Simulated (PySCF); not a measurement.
## A search over the determinants of LiZn⁺

Unrestricted PBE0; basis Li 6-31G(d,p), Zn 6-31G(d,p); no relativity; PySCF 2.14. Outer shells of the fragments: Li+ closed shells only; Zn 3d10 4s2.

Followed along the bond (rough minima from three points):

```csv
2Ms+1,unpaired,⟨S²⟩ at the start,R at minimum (Å),Te (eV)
1,none,0.00,2.47,0.00
3,σ ↑↑,2.00,none in the scan,≤ 3.24
```

Solutions found at the starting distance of 2.575 Å, counted from the lowest of them; the search is not exhaustive and high or unbound solutions are not listed, so other states can lie among these:

| 2Ms+1 | unpaired | term | E (eV) | ⟨S²⟩ | ⟨Lz²⟩ | μ (D) |
| --- | --- | --- | --- | --- | --- | --- |
| 1 | none | ¹Σ⁺ | 0.00 | 0.00 | 0.00 | -7.01 |
| 3 | σ ↑↑ | ³Σ⁺ | 3.38 | 2.00 | 0.00 | -7.21 |
| 3 | σ ↑, π ↑ | ³Π | 4.20 | 2.00 | 1.00 | -6.27 |
| 1 | σ ↓, π ↑ | mixed | 4.86 | 1.00 | 1.00 | -5.60 |

A term symbol is given only where ⟨S²⟩ and ⟨Lz²⟩ are close to those of a pure state; real π, δ and φ orbitals otherwise mix terms. A positive dipole points towards Zn; it is taken about the centre of mass and depends on that origin.

Counting both spins, an empty level lies below a filled one in some of these solutions, because spin and occupation are held.
